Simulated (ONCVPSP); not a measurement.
# Ir: what ONCVPSP 4.0.1 does with a changed input

Command:

```bash
oncvpsp.x < Ir.dat > Ir.out
```

Input:

```
# ATOM AND REFERENCE CONFIGURATION
# atsym  z   nc   nv     iexc    psfile
  Ir 77.00   10    5  -118130      upf
#
#   n    l    f
    1    0    2.00
    2    0    2.00
    2    1    6.00
    3    0    2.00
    3    1    6.00
    3    2   10.00
    4    0    2.00
    4    1    6.00
    4    2   10.00
    4    3   14.00
    5    0    2.00
    5    1    6.00
    5    2    7.00
    6    0    1.75
    6    1    0.25
#
# PSEUDOPOTENTIAL AND OPTIMIZATION
# lmax
    2
#
#   l,   rc,      ep,       ncon, nbas, qcut
    0    1.60    0.00    4    8    6.80
    1    1.55    0.00    4    8    8.00
    2    2.45    0.00    4    8   25.00
#
# LOCAL POTENTIAL
# lloc, lpopt,  rc(5),   dvloc0
    4    5    1.05    0.00
#
# VANDERBILT-KLEINMAN-BYLANDER PROJECTORs
# l, nproj, debl
    0    3    1.40
    1    2    2.60
    2    3    3.90
#
# MODEL CORE CHARGE
# icmod, fcfact, rcfact
    0    0.00    0.00
#
# LOG DERIVATIVE ANALYSIS
# epsh1, epsh2, depsh
   -5.00    5.00    0.04
#
# OUTPUT GRID
# rlmax, drl
    6.00    0.01
#
# TEST CONFIGURATIONS
# ncnf
    4
# nvcnf
#   n    l    f
    5
    5    0    2.00
    5    1    6.00
    5    2    7.00
    6    0    2.00
    6    1    0.00
#
    5
    5    0    2.00
    5    1    6.00
    5    2    7.00
    6    0    1.00
    6    1    0.00
#
    5
    5    0    2.00
    5    1    6.00
    5    2    7.00
    6    0    0.00
    6    1    0.00
#
    5
    5    0    2.00
    5    1    6.00
    5    2    8.00
    6    0    0.00
    6    1    0.00
#
```

Output (end):

```
    Fraction of norm inside rc  0.865477
    Optimizing pswf for qcut=   8.01 a_B^-1,  ecut=  32.05 Ha
    Residual kinetic energy error=  1.59D-05 Ha

    Energy error per electron        Cutoff
         Ha          eV             Ha
         0.01000     0.27211       10.69
         0.00100     0.02721       23.02
         0.00010     0.00272       28.35
         0.00001     0.00027       39.76

Calculating optimized projector #   2

 for l=   1

    Fraction of norm inside rc  0.020831
    Optimizing pswf for qcut=   8.01 a_B^-1,  ecut=  32.05 Ha
    Residual kinetic energy error=  3.50D-06 Ha

    Energy error per electron        Cutoff
         Ha          eV             Ha
         0.01000     0.27211        7.08
         0.00100     0.02721       10.99
         0.00010     0.00272       24.32
         0.00001     0.00027       29.84

   Wellstate for l =  2  n =  8
     eigenvalue =   3.6188
     asymptotic potential =   4.1188
     half-point radius =  4.0615

   Wellstate for l =  2  n = 10
     eigenvalue =   7.5188
     asymptotic potential =   8.0188
     half-point radius =  4.1796

Calculating optimized projector #   1

 for l=   2

    Fraction of norm inside rc  0.854257
    Optimizing pswf for qcut=  25.00 a_B^-1,  ecut= 312.50 Ha
    Residual kinetic energy error= -6.64-310 Ha
 ERROR pspot:  first pseudo wave function has node,          program will stop
 ERROR pspot: try changing psp parameters for this l
```

Problem. This input was made by a single change from one that runs to its end. What was changed?

Solution. The change: qcut of l = 2 set to 25.00. The program stops during the generation: "ERROR pspot: first pseudo wave function has node, program will stop".
